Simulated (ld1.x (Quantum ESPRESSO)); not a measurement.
# Pseudopotential generation for Ba: TM, PBE, scalar-relativistic.

Input for ld1.x (Quantum ESPRESSO) 7.5:

```
&input
   title='Ba', zed=56., rel=1, dft='PBE', iswitch=3,
   config='[Xe] 4f-2 5d0.5 6s1.5 6p0',
   nld=4, rlderiv=4.50, eminld=-2.0, emaxld=5.0, deld=0.02
 /
 &inputp
   pseudotype=2, tm=.true., lloc=0,
   nlcc=.true., new_core_ps=.true., rcore=3.10,
   file_pseudopw='Ba.UPF', file_wfcaegen='ae.wfc', file_wfcncgen='nc.wfc', file_beta='beta', file_chi='chi'
 /
4
6P  2  1   0.00   0.00  3.80  3.80  0.0
5D  3  2   0.50   0.00  4.15  4.15  0.0
4F  4  3  -2.00   0.50  3.40  3.40  0.0
6S  1  0   1.50   0.00  3.45  3.45  0.0
 &test
   configts(1)='5d0.5 6s1.5 6p0'
 /
```

Command:

```bash
ld1.x < Ba.in > Ba.out
```

The program printed (shortened: banner, matrices, multipoles, cross overlaps and the repeated all-electron block are left out):

```
Program LD1 v.7.5
     --------------------------- All-electron run ----------------------------

     Ba
     scalar relativistic calculation

     atomic number is 56.00
     dft =PBE   lsd =0 sic =0 latt =0  beta=0.20 tr2=1.0E-14
     Exchange-correlation= PBE
                           (   1   4   3   4   0   0   0)
     mesh =1251 r(mesh) =  99.44933 a.u. xmin = -7.00 dx = 0.01250
     1 Ry =  13.60569312 eV, c = 137.03599908

     n l     nl                  e(Ry)          e(Ha)          e(eV)
     1 0     1S 1( 2.00)     -2738.5356     -1369.2678    -37259.6745
     2 0     2S 1( 2.00)      -432.8072      -216.4036     -5888.6426
     2 1     2P 1( 6.00)      -388.0846      -194.0423     -5280.1596
     3 0     3S 1( 2.00)       -91.3185       -45.6593     -1242.4519
     3 1     3P 1( 6.00)       -76.9829       -38.4915     -1047.4058
     4 0     4S 1( 2.00)       -17.8747        -8.9373      -243.1970
     4 1     4P 1( 6.00)       -13.2513        -6.6256      -180.2931
     3 2     3D 1(10.00)       -56.1686       -28.0843      -764.2130
     5 0     5S 1( 2.00)        -2.4247        -1.2123       -32.9895
     5 1     5P 1( 6.00)        -1.3311        -0.6655       -18.1103
     4 2     4D 1(10.00)        -6.5394        -3.2697       -88.9737
     5 2     5D 1( 0.50)        -0.1213        -0.0607        -1.6510
     6 0     6S 1( 1.50)        -0.2197        -0.1099        -2.9897
     6 1     6P 1( 0.00)        -0.0817        -0.0408        -1.1113

     final scf error:  5.0E-15 reached in  29 iterations

     Etot =  -16271.089625 Ry,   -8135.544812 Ha, -221379.452209 eV

     Ekin =   17177.467519 Ry,    8588.733760 Ha,  233711.351699 eV
     Encl =  -39374.151848 Ry,  -19687.075924 Ha, -535712.627016 eV
     Eh   =    6320.590647 Ry,    3160.295324 Ha,   85996.016700 eV
     Exc  =    -394.995944 Ry,    -197.497972 Ha,   -5374.193592 eV

     normalization and overlap integrals

     s(1S/1S) =  1.000000  <r> =   0.0256  <r2> =    0.0009  r(max) =   0.0164
     s(2S/2S) =  1.000000  <r> =   0.1097  <r2> =    0.0142  r(max) =   0.0930
     s(2P/2P) =  1.000000  <r> =   0.0962  <r2> =    0.0113  r(max) =   0.0742
     s(3S/3S) =  1.000000  <r> =   0.2919  <r2> =    0.0974  r(max) =   0.2657
     s(3P/3P) =  1.000000  <r> =   0.2899  <r2> =    0.0975  r(max) =   0.2591
     s(4S/4S) =  1.000000  <r> =   0.6739  <r2> =    0.5124  r(max) =   0.6217
     s(4P/4P) =  1.000000  <r> =   0.7155  <r2> =    0.5822  r(max) =   0.6535
     s(3D/3D) =  1.000000  <r> =   0.2666  <r2> =    0.0839  r(max) =   0.2148
     s(5S/5S) =  1.000000  <r> =   1.6415  <r2> =    3.0307  r(max) =   1.4728
     s(5P/5P) =  1.000000  <r> =   1.9279  <r2> =    4.2241  r(max) =   1.6689
     s(4D/4D) =  1.000000  <r> =   0.8003  <r2> =    0.7442  r(max) =   0.6957
     s(5D/5D) =  1.000000  <r> =   3.7310  <r2> =   17.2849  r(max) =   2.5210
     s(6S/6S) =  1.000000  <r> =   4.8968  <r2> =   27.1885  r(max) =   4.2087
     s(6P/6P) =  1.000000  <r> =   6.7125  <r2> =   51.5606  r(max) =   5.5409

     ------------------------ End of All-electron run ------------------------

     --------------------- Generating NC pseudopotential ---------------------

      Generating local pot.: lloc=0, matching radius rcloc =   3.4500

      Computing core charge for nlcc:

       r > 3.12 : true rho core
      Core charge pseudized with two Bessel functions
      Integrated core pseudo-charge :   7.65

      Wfc   6P  rcut= 3.761  Using Troullier-Martins method

      Wfc   5D  rcut= 4.156  Using Troullier-Martins method

      Wfc   4F  rcut= 3.403  Using Troullier-Martins method

     ------------------- End of pseudopotential generation -------------------

     Computing logarithmic derivative in   4.50829
     Computing logarithmic derivative in   4.50829
     Computing the partial wave expansion
       no projector for channel:   0
     R is outside the sphere for l=    1 j= 0.00
     R is outside the sphere for l=    2 j= 0.00
     R is outside the sphere for l=    3 j= 0.00

     ---------------------- Testing the pseudopotential ----------------------

     Ba
     scalar relativistic calculation

     atomic number is 56.00   valence charge is  2.00
     dft =PBE   lsd =0 sic =0 latt =0  beta=0.20 tr2=1.0E-14
     mesh =1251 r(mesh) =  99.44933 xmin = -7.00 dx = 0.01250

     n l     nl             e AE (Ry)        e PS (Ry)    De AE-PS (Ry)
     3 2     5D   1( 0.50)       -0.12135       -0.12135        0.00000
     1 0     6S   1( 1.50)       -0.21974       -0.21974        0.00000
     2 1     6P   1( 0.00)       -0.08168       -0.08168       -0.00000

     eps = 6.2E-16  iter =  9

     Etot =  -16271.089625 Ry,   -8135.544812 Ha, -221379.452209 eV
     Etotps =    -7.180039 Ry,      -3.590020 Ha,     -97.689407 eV

     Ekin =       0.670647 Ry,       0.335324 Ha,       9.124618 eV
     Encl =      -1.404805 Ry,      -0.702403 Ha,     -19.113348 eV
     Ehrt =       0.779991 Ry,       0.389996 Ha,      10.612320 eV
     Ecxc =      -6.761377 Ry,      -3.380688 Ha,     -91.993218 eV
     (Ecc =      -6.090629 Ry,      -3.045314 Ha,     -82.867227 eV)
     Epseu=      -0.464495 Ry,      -0.232248 Ha,      -6.319779 eV

     ---------------------- End of pseudopotential test ----------------------
```

Note: ghost state, extra bound levels that the all-electron valence spectrum of the same l lacks: p at -484.9 eV. A true bound ghost makes a file unfit for plane-wave use.

Generation and configuration tests took about 2 s on one core of a shared server CPU.

Transferability test of the new file with ld1.x, input:

```
&input
   title='Ba', zed=56., rel=1, dft='PBE', iswitch=2,
   config='[Xe] 4f-2 5d0.5 6s1.5 6p0'
 /
 &test
   file_pseudo='Ba.UPF', nconf=8,
   configts(1)='5d0.5 6s1.5 6p0',
   configts(2)='5d0 6s2 6p0',
   configts(3)='5d0 6s1 6p0',
   configts(4)='5d0 6s1.5 6p0',
   configts(5)='5d1 6s1 6p0',
   configts(6)='5d0 6s1 6p1',
   configts(7)='5d1 6s0 6p0',
   configts(8)='5d0 6s0 6p1'
 /
```

```bash
ld1.x < Ba.test.in > Ba.test.out
```

Pseudopotential blocks of its output, shortened (energy terms left out):

```
     ---------------------- Testing the pseudopotential ----------------------

     n l     nl             e AE (Ry)        e PS (Ry)    De AE-PS (Ry)
     3 2     5D   1( 0.50)       -0.12135       -0.12135        0.00000
     1 0     6S   1( 1.50)       -0.21974       -0.21974        0.00000
     2 1     6P   1( 0.00)       -0.08168       -0.08168       -0.00000

     eps = 6.3E-16  iter =  9

     Etot =  -16271.089625 Ry,   -8135.544812 Ha, -221379.452209 eV
     Etotps =    -7.180039 Ry,      -3.590020 Ha,     -97.689407 eV

     ---------------------- End of pseudopotential test ----------------------

          ---------------------- Testing the pseudopotential ----------------------

     n l     nl             e AE (Ry)        e PS (Ry)    De AE-PS (Ry)
     3 2     5D   1( 0.00)       -0.14835       -0.15154        0.00319
     1 0     6S   1( 2.00)       -0.23738       -0.23749        0.00011
     2 1     6P   1( 0.00)       -0.09137       -0.09103       -0.00034

     eps = 2.0E-15  iter = 14

     Etot =  -16271.136493 Ry,   -8135.568246 Ha, -221380.089881 eV
     Etotps =    -7.226250 Ry,      -3.613125 Ha,     -98.318144 eV
     dEtot_ae =      -0.046868 Ry
     dEtot_ps =      -0.046211 Ry,   Delta E=      -0.000657 Ry

     ---------------------- End of pseudopotential test ----------------------

          ---------------------- Testing the pseudopotential ----------------------

     n l     nl             e AE (Ry)        e PS (Ry)    De AE-PS (Ry)
     3 2     5D   1( 0.00)       -0.51980       -0.52598        0.00618  !
     1 0     6S   1( 1.00)       -0.55743       -0.55972        0.00229
     2 1     6P   1( 0.00)       -0.36654       -0.36805        0.00151

     eps = 8.8E-16  iter =  7

     Etot =  -16270.742401 Ry,   -8135.371201 Ha, -221374.727994 eV
     Etotps =    -6.831310 Ry,      -3.415655 Ha,     -92.944702 eV
     dEtot_ae =       0.347223 Ry
     dEtot_ps =       0.348729 Ry,   Delta E=      -0.001506 Ry

     ---------------------- End of pseudopotential test ----------------------

          ---------------------- Testing the pseudopotential ----------------------

     n l     nl             e AE (Ry)        e PS (Ry)    De AE-PS (Ry)
     3 2     5D   1( 0.00)       -0.32586       -0.32994        0.00408
     1 0     6S   1( 1.50)       -0.39253       -0.39314        0.00061
     2 1     6P   1( 0.00)       -0.22389       -0.22383       -0.00006

     eps = 7.2E-15  iter =  9

     Etot =  -16270.979487 Ry,   -8135.489744 Ha, -221377.953717 eV
     Etotps =    -7.069078 Ry,      -3.534539 Ha,     -96.179702 eV
     dEtot_ae =       0.110137 Ry
     dEtot_ps =       0.110961 Ry,   Delta E=      -0.000824 Ry

     ---------------------- End of pseudopotential test ----------------------

          ---------------------- Testing the pseudopotential ----------------------

     n l     nl             e AE (Ry)        e PS (Ry)    De AE-PS (Ry)
     3 2     5D   1( 1.00)       -0.09938       -0.09779       -0.00159
     1 0     6S   1( 1.00)       -0.20491       -0.20551        0.00059
     2 1     6P   1( 0.00)       -0.07404       -0.07482        0.00079

     eps = 1.2E-15  iter = 12

     Etot =  -16271.038618 Ry,   -8135.519309 Ha, -221378.758235 eV
     Etotps =    -7.128383 Ry,      -3.564192 Ha,     -96.986595 eV
     dEtot_ae =       0.051006 Ry
     dEtot_ps =       0.051656 Ry,   Delta E=      -0.000650 Ry

     ---------------------- End of pseudopotential test ----------------------

          ---------------------- Testing the pseudopotential ----------------------

     n l     nl             e AE (Ry)        e PS (Ry)    De AE-PS (Ry)
     3 2     5D   1( 0.00)       -0.20816       -0.21294        0.00477
     1 0     6S   1( 1.00)       -0.27994       -0.28061        0.00067
     2 1     6P   1( 1.00)       -0.12773       -0.12726       -0.00048

     eps = 4.8E-15  iter =  9

     Etot =  -16270.987348 Ry,   -8135.493674 Ha, -221378.060664 eV
     Etotps =    -7.076311 Ry,      -3.538155 Ha,     -96.278110 eV
     dEtot_ae =       0.102277 Ry
     dEtot_ps =       0.103728 Ry,   Delta E=      -0.001452 Ry

     ---------------------- End of pseudopotential test ----------------------

          ---------------------- Testing the pseudopotential ----------------------

     n l     nl             e AE (Ry)        e PS (Ry)    De AE-PS (Ry)
     3 2     5D   1( 1.00)       -0.43498       -0.43325       -0.00173
     1 0     6S   1( 0.00)       -0.49762       -0.49897        0.00135
     2 1     6P   1( 0.00)       -0.32008       -0.32146        0.00137

     eps = 5.4E-18  iter =  7

     Etot =  -16270.692287 Ry,   -8135.346143 Ha, -221374.046153 eV
     Etotps =    -6.781306 Ry,      -3.390653 Ha,     -92.264365 eV
     dEtot_ae =       0.397338 Ry
     dEtot_ps =       0.398733 Ry,   Delta E=      -0.001395 Ry

     ---------------------- End of pseudopotential test ----------------------

          ---------------------- Testing the pseudopotential ----------------------

     n l     nl             e AE (Ry)        e PS (Ry)    De AE-PS (Ry)
     3 2     5D   1( 0.00)       -0.57754       -0.58451        0.00696  !
     1 0     6S   1( 0.00)       -0.60009       -0.60263        0.00254
     2 1     6P   1( 1.00)       -0.40920       -0.40984        0.00064

     eps = 9.3E-15  iter = 14

     Etot =  -16270.551345 Ry,   -8135.275673 Ha, -221372.128542 eV
     Etotps =    -6.638922 Ry,      -3.319461 Ha,     -90.327138 eV
     dEtot_ae =       0.538280 Ry
     dEtot_ps =       0.541117 Ry,   Delta E=      -0.002837 Ry

     ---------------------- End of pseudopotential test ----------------------
```
